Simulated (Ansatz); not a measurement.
Stepwise reaction of `[Br][Zn][Br]` with hydrogen chloride, as a gas-phase model of exchange steps in deposition or etching. ΔE in kJ/mol; ΔG adds harmonic PBE0-D4 terms to CCSD(T)/CBS, at 1 bar.

Calculated with Ansatz (gas phase, PBE0-D4/def2-TZVP geometries, no zero-point term in ΔE). CCSD(T)/CBS adds triple-zeta CCSD(T) − MP2 to the extrapolated MP2 energy (def2 sets, frozen cores). This one scheme is used for every species. Functionals use def2-TZVPP. B3LYP here is the variant with VWN-RPA as its local correlation; programs differ in this. For Br, Zn outer-core shells are correlated without core-valence functions, which leaves a few kJ/mol of doubt a bond. Scalar relativity is left out up to krypton.

```
step                                     reaction  PBE-D4  B3LYP-D4  ωB97M-V  CCSD(T)/CBS  ΔG(500 K)
   2  `[Cl][Zn][Br]` + HCl → `[Cl][Zn][Cl]` + HBr    15.9      16.4     16.7         18.0       19.3
```

(1) Give the row of step 1, `[Br][Zn][Br]` + HCl → `[Cl][Zn][Br]` + HBr. (Best estimate.)

(2) By hand: ΔE of the 2 steps together at CCSD(T)/CBS.

Results:

(1) Ansatz gave: 
| step | reaction | PBE-D4 | B3LYP-D4 | ωB97M-V | CCSD(T)/CBS | ΔG(500 K) |
| --- | --- | --- | --- | --- | --- | --- |
| 1 | `[Br][Zn][Br]` + HCl → `[Cl][Zn][Br]` + HBr | 16.0 | 16.5 | 16.7 | 18.0 | 13.5 |

(2) (18.0) + (18.0) = 36.0 kJ/mol, or 18.0 kJ/mol a step.

In ΔE the steps differ by no more than 0.0 kJ/mol. All are uphill at CCSD(T)/CBS. ΔG lies between 13.5 and 19.3 kJ/mol a step. PBE-D4 differs from CCSD(T)/CBS by -2.1 to -2.0 kJ/mol a step. Isolated molecules leave out the surface, adducts and barriers. Largest T1 diagnostic: 0.013.
